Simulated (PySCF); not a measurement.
Spectroscopy problems

All values are calculated (PySCF 2.14.0 with density-fitted response routines): GIAO PBE0/pcSseg-1 shieldings, coordinates at the GFN2-xTB level. Single conformer, averaged over atoms made equivalent by symmetry, fast rotation or ring inversion, non-relativistic Hamiltonian, no solvent.

Shifts are taken against calculated references (same method and geometry level): ¹H (31.72 ppm), ¹³C (186.93 ppm) vs TMS. Where no couplings were computed, multiplicities follow the n + 1 count of equivalent neighbours, and m marks all less simple cases (inequivalent or close neighbours, rings, F or P nearby). Shifts are as computed. Against solution values, carbons near 30 ppm lie about +3 ppm off and those near 130 ppm about +5 ppm. Of 1211 compounds with measured shifts, 218 miss one by over three times the rms of a fit or turn the order of signals round; such compounds aren't used in these exercises. OH and NH positions are gas-phase values without hydrogen bonding to other molecules.

**Question.** C₅H₁₄N₂. ¹H NMR (300 MHz, computed): δ 2.76 (s, 3H), 2.26 (br s, 1H), 2.15 (br s, 1H), 1.08 (s, 9H). ¹³C{¹H} NMR (computed): δ 54.5 (C), 43.3 (CH3), 29.0 (CH3). Give a structure.

**Answer.** `CNNC(C)(C)C`. Rings plus π bonds: 0. 3 carbon signals for 5 carbons: some carbons are equivalent by symmetry or fast rotation. Carbon types of the structure: 1 × C, 4 × CH3, leaving 2 H on heteroatoms. δC 54.5: fully substituted sp3 carbon bonded to N; deshielded by the electronegative neighbour. δC 29.0: methyl carbon; a saturated carbon with 1 carbon neighbour and no heteroatom attached. δH 2.76: hydrogen on a methyl carbon bonded to N; its carbon carries N, which withdraws density. δH 2.26, 2.15: hydrogen on a nitrogen bonded to O or N; exchangeable; this is the value without hydrogen bonding to other molecules.

This is the structure that produced the data.

**Question.** C₁₀H₈O₂. ¹H NMR (300 MHz, computed): δ 8.62 (s, 1H), 8.57 (d, 1H), 8.02 (d, 1H), 7.76 (m, 1H), 4.14 (s, 3H), 2.84 (s, 1H). ¹³C{¹H} NMR (computed): δ 172.8 (C), 144.1 (CH), 141.5 (CH), 137.5 (CH), 134.8 (C), 133.7 (CH), 126.7 (C), 88.6 (C), 88.0 (CH), 54.2 (CH3). What is it?

**Answer.** SMILES C#Cc1cccc(C(=O)OC)c1. Rings plus π bonds: 7 (1 ring in the answer). 10 carbon signals for 10 carbons: no two carbons are equivalent. Carbon types of the structure: 4 × C, 5 × CH, 1 × CH3, which accounts for all hydrogens. δC 172.8: ester carbonyl carbon; it is a carbonyl in resonance with an O or N lone pair, the region of acids, esters and amides. δC 88.6: alkyne carbon; the triple bond shields along its axis, which puts it between sp3 and sp2 carbons. δC 88.0: terminal alkyne carbon; the triple bond shields along its axis, which puts it between sp3 and sp2 carbons. δH 8.62, 8.57, 8.02, 7.76: hydrogen on an aromatic CH.

The shifts were computed for this structure.
